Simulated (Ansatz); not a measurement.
**Ligand exchange: SnH(CH3)3 + C2H2F3I → Sn(CH3)3I + C2H3F3**

Species: SnH(CH3)3, singlet; C2H2F3I (1,1,1-trifluoro-2-iodoethane) `FC(F)(F)CI`, singlet; Sn(CH3)3I (iodotrimethylstannane), singlet; C2H3F3 (1,1,1-trifluoroethane) `CC(F)(F)F`, singlet. The partners trade H for I: Sn–H and C–I bonds give way to Sn–I and C–H.

Shapes, held fixed at every level: PBE0-D4/def2-TZVP. Programs: Ansatz 0.2.0. The zero-point and thermal change to 298 K, harmonic and unscaled (PBE0-D4/def2-TZVP), is +11.5 kJ/mol.

| level | kind | ΔH(298 K) (kJ/mol) | less CCSD(T)/def2-TZVPP |
| --- | --- | --- | --- |
| HF/def2-TZVPP | Hartree–Fock | -209.2 | -26.1 |
| r2SCAN-D4/def2-TZVPP | meta-GGA | -194.3 | -11.2 |
| PBE0-D4/def2-TZVPP | global hybrid | -193.5 | -10.4 |
| wB97M-V/def2-TZVPP | range-separated hybrid | -189.3 | -6.2 |
| wB97X-V/def2-TZVPP | range-separated hybrid | -188.8 | -5.7 |
| MP2/def2-SVP | perturbation theory | -201.7 | -18.6 |
| MP2/def2-TZVPP | perturbation theory | -193.8 | -10.7 |
| CCSD(T)/def2-TZVPP | coupled cluster or CI | -183.1 | 0.0 |

The highest level, CCSD(T)/def2-TZVPP, gives ΔH(298 K) = -183.1 kJ/mol; the levels span -209.2 to -183.1. The column of differences is taken from that level and isn't an error. No measured value is set beside it here. For atoms past krypton def2 sets carry core potentials with scalar relativity. Outer-core shells of I, Sn are correlated, in sets that cover them unevenly. CCSD(T)/def2-TZVPP lies outside the range of all other levels here, so it shouldn't be taken on trust.
